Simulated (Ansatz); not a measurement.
Cost and result for the atomization energy of `O[SiH](O)N[SiH](Cl)Cl` (12 atoms, 11 bonds).

```xyz
12

O    -2.021   -0.006   -1.385
Si   -0.987   -0.680   -0.322
O    -1.379   -0.181    1.187
N     0.591   -0.090   -0.662
Si    1.520    0.912    0.349
Cl    1.944   -0.018    2.137
Cl    3.284    1.291   -0.610
H    -2.933   -0.301   -1.377
H    -1.033   -2.158   -0.432
H    -0.909   -0.568    1.929
H     1.040   -0.388   -1.517
H     0.882    2.188    0.702
```

The species carries charge 0 and has multiplicity 1. Geometry: relaxed with PBE0-D4/def2-TZVP. It is one conformer, not always the lowest. Program: Ansatz. All runs use 2 threads of an AMD EPYC 7R13 on a shared host and a share of an NVIDIA H100 80 GB. Times are those of one run each, without the atoms' runs, and a repeat can differ threefold. Electronic energies, without spin–orbit coupling; frozen cores. CCSD(T)/CBS adds CCSD(T) − MP2 in def2-TZVPP to the MP2 limit, and its time is that of the two runs behind it. T1 = 0.011. B3LYP takes the VWN-RPA correlation (the form of Gaussian; ORCA's B3LYP/G).

CCSD(T)/CBS is a level of theory with its own doubt, some kJ/mol a heavy atom from the limit and from the frozen cores, so smaller differences don't rank the functionals.

| level | functions | wall time | atomization (kJ/mol) | difference from CCSD(T)/CBS | per bond |
| --- | --- | --- | --- | --- | --- |
| B3LYP-D4/def2-TZVPP (with forces) | 331 | 5.5 s | 4432.0 | -57.0 | -5.2 |
| PBE-D4/def2-TZVPP (with forces) | 331 | 7 s | 4505.2 | 16.2 | 1.5 |
| PBE0-D4/def2-TZVPP | 331 | 7.5 s | 4422.8 | -66.2 | -6.0 |
| B2PLYP/def2-TZVPP | 331 | 7.5 s | 4393.6 | -95.4 | -8.7 |
| ωB97X-V/def2-TZVPP | 331 | 8 s | 4488.6 | -0.4 | 0.0 |
| r2SCAN-D4/def2-TZVPP (with forces) | 331 | 8 s | 4469.3 | -19.7 | -1.8 |
| MP2/def2-QZVPP | 601 | 9 s | 4556.0 | 67.0 | 6.1 |
| ωB97M-V/def2-TZVPP (with forces) | 331 | 9.5 s | 4493.4 | 4.4 | 0.4 |
| CCSD(T)/def2-TZVPP | 331 | 19 s | 4327.1 | -161.9 | -14.7 |
| CCSD(T)/CBS(def2) | – | 28 s | 4489.0 | 0.0 | 0.0 |

In def2-TZVPP, CCSD(T) changes the Hartree–Fock value by +1159.2 kJ/mol (the triples alone add +75.4 kJ/mol) and MP2 by +1290.7 kJ/mol; breaking electron pairs costs correlation energy, which Hartree–Fock lacks. The D4 term adds +64.3 kJ/mol with B3LYP and +34.1 kJ/mol with PBE0; it sums over pairs of atoms, weighted by their polarisabilities, and B3LYP, whose exchange is more repulsive, gets the larger term. From PBE to PBE0 (25 % exact exchange), in def2-TZVPP and without D4, the atomization energy moves by −76.8 kJ/mol: exact exchange takes away binding that semilocal exchange gives to molecules.
